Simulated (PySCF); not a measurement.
**How methods differ on the ionisation energy of Ca**

Ca [Ar] 4s2 (1S) → Ca⁺ [Ar] 4s1 (2S), as a difference of total energies. Computed with PySCF 2.14 in aug-cc-pVTZ-X2C (7s6p4d2f, 59 functions), with the spin-free X2C one-electron Hamiltonian (Gaussian nucleus). Correlated levels: valence: [Ar] frozen. The calculations carry no spin-orbit coupling.

| method | ionisation energy (eV) |
| --- | --- |
| UHF | 5.140 |
| LDA | 6.236 |
| PBE | 6.093 |
| PBE0 | 6.016 |
| r2SCAN | 5.828 |
| HSE06 | 6.019 |
| B2PLYP | 5.978 |
| BHandHLYP | 5.984 |
| PW91 | 6.127 |
| MP2 (valence) | 5.689 |
| SCS-MP2 (valence) | 5.798 |

How much does correlation contribute at MP2 (valence)?

5.689 − (5.140) = 0.549 eV, measured against UHF.

Errors of the correlated levels include the incompleteness of this basis and the frozen core.

MP2 underrates the near-degeneracy of ns² with np² in the lower species.

For comparison: 6.113 eV (measured; NIST Atomic Spectra Database, ionization energies).
